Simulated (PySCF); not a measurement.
# Levels of Ta⁴⁴⁺ from EOM-EA-GCCSD

Reference: closed-shell Ta⁴⁵⁺, [Ar] 3d10; one electron is added. Calculated with PySCF 2.14, two-component X2C-1e with screened spin-orbit coupling, an uncontracted even-tempered set (18 s from 3.7 bohr⁻², ratio 2.6; 15 p from 4.8 bohr⁻², ratio 2.6; 10 d from 4.8 bohr⁻², ratio 2.6; 5 f from 4.9 bohr⁻², ratio 2.8); frozen [Ar]; the 98 highest virtual spinors dropped; of the others 70 kept and the rest restored at second order. No Breit or QED terms. Binding energies in eV.

| level | Koopmans | second order | EOM-CCSD |
| --- | --- | --- | --- |
| 4s1/2 | 2313.4 | 2314.9 | 2314.8 |
| 4p1/2 | 2217.5 | 2218.9 | 2218.8 |
| 4p3/2 | 2119.9 | 2121.2 | 2121.1 |

Electric-dipole lines between these computed levels:

```
lower  upper  ΔE (eV)  vacuum wavelength (nm)
4s1/2  4p1/2   95.997                   12.92
4s1/2  4p3/2   193.68                   6.401
```

For comparison, the ionisation energy of Ta⁴⁴⁺ is 2314.7 ± 1.9 eV (semi-empirical (NIST evaluation); NIST Atomic Spectra Database, ionization energies).
